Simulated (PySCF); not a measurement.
One of the candidates below gave these computed data.

All candidates are C5H15ClSi2.

| technique | computed result |
| --- | --- |
| 1H NMR | chemical shifts (computed TMS as zero) by class: 0.36 (6 H), 0.11 (9 H) ppm [GIAO PBE0/pcSseg-1] |
| 13C NMR | chemical shifts (computed TMS as zero) by class: 4.7 (2 C), -2.2 (3 C) ppm [GIAO PBE0/pcSseg-1] |
| Dipole | 2.23 D [PBE0/pcSseg-1] |
| NMR, other nuclei | isotropic shieldings of nuclei other than C and H, by class: 327 (1 Si), 369 (1 Si), 972 (1 Cl) ppm [GIAO PBE0/pcSseg-1] |
| Rotational structure | rotational constants A, B, C: 1.367, 0.772, 0.718 GHz [GFN2-xTB] |

The electronic properties come from PySCF, for the isolated species, density fitting. Levels stand in brackets. Geometry: GFN2-xTB; no solvent, vibrations or thermal averaging. NMR classes are plain means over equivalent atoms (diastereotopic ones count apart unless rotation or inversion swaps them), as if these changed places fast.

**Question.** Which candidate is it?
A. `C[C@H](Cl)CCC([SiH3])[SiH3]`
B. `C[Si](C)(C)[Si](C)(C)Cl`
C. `CC(C)[Si@H](C)[SiH2]CCl`

**Answer.** B. It is `C[Si](C)(C)[Si](C)(C)Cl`. Numbering: `[CH3:1][Si:2]([CH3:3])([CH3:4])[Si:5]([CH3:6])([CH3:7])[Cl:8]`. Its formula, C5H15ClSi2, gives 0 degrees of unsaturation, so no ring and no π bond. 5 carbons fall into 2 classes; from least to most shielded: Si-methyl carbon [C6/C7] (4.7 ppm, 2 C), Si-methyl carbon [C1/C3/C4] (-2.2 ppm, 3 C). Hydrogen classes from least to most shielded: 6 H on 2 Si-methyl carbons, C6/C7 (0.36 ppm, a mean of values up to 0.6 ppm apart in this geometry), 9 H on 3 Si-methyl carbons, C1/C3/C4 (0.11 ppm). The other shieldings belong to: 327 ppm, chlorine-bound silicon [Si5]; 369 ppm, four-coordinate silicon [Si2]; 972 ppm, silicon-bound chlorine [Cl8]. The optimised geometry has point group Cs and is an asymmetric top.

The others, at the same levels:
- `CC(C)[Si@H](C)[SiH2]CCl` fails: it has 5 carbon classes against 2; its computed 13C shifts are 31.0 (1 C), 21.7 (1 C), 21.5 (1 C), 17.7 (1 C), -8.1 (1 C) ppm, 1H shifts are 4.34 (1 H), 4.04 (1 H), 4.02 (1 H), 3.29 (1 H), 3.03 (1 H), 1.14 (3 H), 1.03 (1 H), 1.00 (3 H), 0.36 (3 H) ppm and rotational constant A is 2.131 GHz (against 1.367 GHz).
- `C[C@H](Cl)CCC([SiH3])[SiH3]` fails: it has 5 carbon classes against 2; its computed 13C shifts are 64.2 (1 C), 48.1 (1 C), 32.8 (1 C), 28.9 (1 C), 2.9 (1 C) ppm, 1H shifts are 3.93 (3 H), 3.93 (3 H), 3.74 (1 H), 2.01 (1 H), 1.73 (1 H), 1.56 (1 H), 1.54 (3 H), 1.43 (1 H), 0.16 (1 H) ppm and rotational constant A is 1.804 GHz (against 1.367 GHz).

Each candidate is one conformer, not necessarily the lowest. The conformers computed, where there is a choice (atom-mapped SMILES and torsion angles):
- `[CH3:1][Si:2]([CH3:3])([CH3:4])[Si:5]([CH3:6])([CH3:7])[Cl:8]`: C1–Si2–Si5–C6 58°
- `[CH3:1][CH:2]([CH3:3])[Si@H:4]([CH3:5])[SiH2:6][CH2:7][Cl:8]`: C1–C2–Si4–C5 69°, C2–Si4–Si6–C7 -155°, Si4–Si6–C7–Cl8 -56°
- `[CH3:1][C@H:2]([Cl:3])[CH2:4][CH2:5][CH:6]([SiH3:7])[SiH3:8]`: C1–C2–C4–C5 -173°, C2–C4–C5–C6 178°, C4–C5–C6–Si7 -171°
